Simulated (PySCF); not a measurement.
# What a mistake does to a calculation on FH3NSi cation

All numbers below are calculated, not measured. They come from PySCF 2.14.0, an open-source quantum chemistry program, on an isolated molecule that a program drew, which may never have been made. The molecule is FH3NSi cation (charge +1, singlet), drawn as the SMILES string `N[SiH+]F`.

Each row is a Hartree-Fock (HF) and frozen-core CCSD(T) single point in the cc-pV(D+d)Z basis, meant for a local HF minimum. Run 1 is clean. Each other run has one planted mistake out of seven kinds, and not every kind appears here: one electron removed, one electron added, multiplicity raised by two, geometry at a saddle point, minimal basis STO-3G, one bond length entered in bohr, all coordinates scaled. The reference is restricted for singlets and unrestricted otherwise, and also for a bond in bohr. Adding or removing an electron swaps singlet and doublet. Electrons count all cores. HOMO and LUMO are orbital energies over both spins, the gradient is its largest component, and the lowest frequency (negative if imaginary) is given only where the gradient is small. Bond lengths are over the 5 bonds as drawn. T1 is the CCSD diagnostic: over 0.02 (restricted) or 0.045 (unrestricted) a single reference is doubtful.

Geometry of the clean run:
```xyz
6
FH3NSi cation, angstrom
N    -2.1145    1.7310    1.4318
Si   -2.2302    0.1654    1.0472
F    -2.2317   -0.2091   -0.4611
H    -2.1056    2.0663    2.3828
H    -2.0438    2.4746    0.7532
H    -2.3326   -0.9125    2.0076
```

| run | electrons | basis functions | <S^2> | HOMO (eV) | LUMO (eV) | gradient (hartree/bohr) | lowest frequency (cm^-1) | mean bond (Å) | longest bond (Å) | T1 | HF (hartree) | CCSD(T) (hartree) | mistake |
|---|---|---|---|---|---|---|---|---|---|---|---|---|---|
| 1 | 32 | 66 | 0.000 | -19.12 | -4.07 | 2.4e-05 | 303 | 1.3271 | 1.616 | 0.0149 | -444.38099 | -444.85133 | no fault |
| 2 | 32 | 22 | 0.000 | -17.09 | -1.12 | 2.0e-02 | - | 1.3271 | 1.616 | 0.0227 | -438.96014 | -439.10688 | minimal basis STO-3G |
| 3 | 32 | 66 | 2.042 | -12.61 | -7.84 | 1.9e-01 | - | 1.3271 | 1.616 | 0.0169 | -444.19743 | -444.63335 | multiplicity raised by two |
| 4 | 32 | 66 | 0.000 | -19.56 | -3.76 | 6.5e-02 | - | 1.2727 | 1.550 | 0.0131 | -444.36796 | -444.83085 | all coordinates scaled |
| 5 | 31 | 66 | 0.757 | -28.75 | -15.47 | 1.5e-01 | - | 1.3271 | 1.616 | 0.0178 | -443.75803 | -444.18470 | ? |
| 6 | 33 | 66 | 0.773 | -5.30 | 3.13 | 7.6e-02 | - | 1.3271 | 1.616 | 0.0137 | -444.55242 | -445.02896 | ? |

**Which mistake was planted in run 5, and what did it cost?**

It counts 31 electrons, one fewer than the clean run, at the same geometry and basis. So the mistake is: one electron removed. Subtracting run 1 and multiplying by 627.51 kcal/mol a hartree, the energy moved by 390.9 kcal/mol in HF and 418.3 kcal/mol in CCSD(T).

**Which mistake was planted in run 6, and what did it cost?**

It counts 33 electrons, one more than the clean run, at the same geometry and basis. So the mistake is: one electron added. Subtracting run 1 and multiplying by 627.51 kcal/mol a hartree, the energy moved by -107.6 kcal/mol in HF and -111.5 kcal/mol in CCSD(T).

Cautions from the logs. Run 2: T1 is over the limit, so its CCSD(T) energy is less reliable.
